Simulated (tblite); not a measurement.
Compound: ClH₅P₂Si.
Bonds: P1–Si2, Si2–P3, Si2–Cl4. Hydrogens: H5, H6 on P1; H7 on Si2; H8, H9 on P3.

Computed with GFN2-xTB (tblite), gas phase: Langevin dynamics at 400 K from the optimised GFN2-xTB geometry, time step 0.5 fs, friction 0.01 fs⁻¹, 2000 steps. The instantaneous temperature is 2·E(kin)/(3Nk) with all 3N coordinates.

| t (fs) | T (K) | E(pot) above start (eV) | P1–Si2 (Å) | Si2–P3 (Å) | Si2–Cl4 (Å) | P1–H5 (Å) |
| --- | --- | --- | --- | --- | --- | --- |
| 0 | 372 | 0.000 | 2.265 | 2.266 | 2.027 | 1.388 |
| 50 | 274 | 0.215 | 2.300 | 2.232 | 2.108 | 1.399 |
| 100 | 348 | 0.292 | 2.279 | 2.319 | 2.001 | 1.373 |
| 150 | 388 | 0.352 | 2.239 | 2.329 | 2.139 | 1.408 |
| 200 | 491 | 0.216 | 2.251 | 2.261 | 2.079 | 1.336 |
| 250 | 479 | 0.337 | 2.297 | 2.256 | 2.016 | 1.424 |
| 300 | 303 | 0.294 | 2.351 | 2.300 | 2.023 | 1.408 |
| 350 | 440 | 0.234 | 2.222 | 2.171 | 2.089 | 1.375 |
| 400 | 484 | 0.433 | 2.279 | 2.275 | 2.047 | 1.429 |
| 450 | 319 | 0.470 | 2.369 | 2.298 | 1.998 | 1.381 |
| 500 | 606 | 0.319 | 2.229 | 2.182 | 2.120 | 1.393 |
| 550 | 341 | 0.463 | 2.246 | 2.365 | 2.122 | 1.301 |
| 600 | 316 | 0.404 | 2.290 | 2.273 | 1.947 | 1.476 |
| 650 | 426 | 0.201 | 2.346 | 2.263 | 2.030 | 1.402 |
| 700 | 365 | 0.245 | 2.236 | 2.259 | 2.044 | 1.430 |
| 750 | 386 | 0.200 | 2.214 | 2.210 | 2.078 | 1.344 |
| 800 | 472 | 0.245 | 2.300 | 2.214 | 2.170 | 1.431 |
| 850 | 435 | 0.216 | 2.296 | 2.177 | 2.033 | 1.395 |
| 900 | 315 | 0.338 | 2.329 | 2.348 | 1.998 | 1.404 |
| 950 | 238 | 0.262 | 2.248 | 2.234 | 2.063 | 1.363 |
| 1000 | 208 | 0.317 | 2.284 | 2.343 | 2.066 | 1.380 |

Q: From 500 fs on, how do temperature and potential energy compare with equipartition?

A: The mean temperature of these 11 frames is 373 K against the target 400 K, and the mean potential energy 0.29 eV against 21 × kT/2 = 0.36 eV for 21 classical harmonic modes. For 9 atoms in a canonical ensemble the temperature itself scatters by T·√(2/(3N)) = 109 K; here its standard deviation is 106 K. The whole run lasts only 10 friction times of 100 fs, so these averages carry a wide statistical error.

Q: What are the kinetic and total energies of the listed frame with the highest potential energy?

A: The one at 450 fs, 0.470 eV above the start. Its kinetic energy is 3NkT/2 = 0.371 eV at 319 K, so the sum is 0.84 eV; over the listed frames the sum runs from 0.43 to 1.02 eV, since the thermostat adds and removes energy.

Q: How much do the listed bonds fluctuate from 500 fs on?

A: 
```
   bond  at the start (Å)  mean (Å)  standard deviation (Å)
 P1–Si2             2.265     2.274                   0.041
 Si2–P3             2.266     2.261                   0.063
Si2–Cl4             2.027     2.061                   0.059
  P1–H5             1.388     1.393                   0.045
```

The motion is classical and holds no zero-point motion.

The cost below is that of the whole dynamics run. On Arm Neoverse V2, one thread, shared host with 32 logical CPUs at a one-minute load of 16, this took 9.3 s of wall time and 0.18 GiB of memory at its peak.
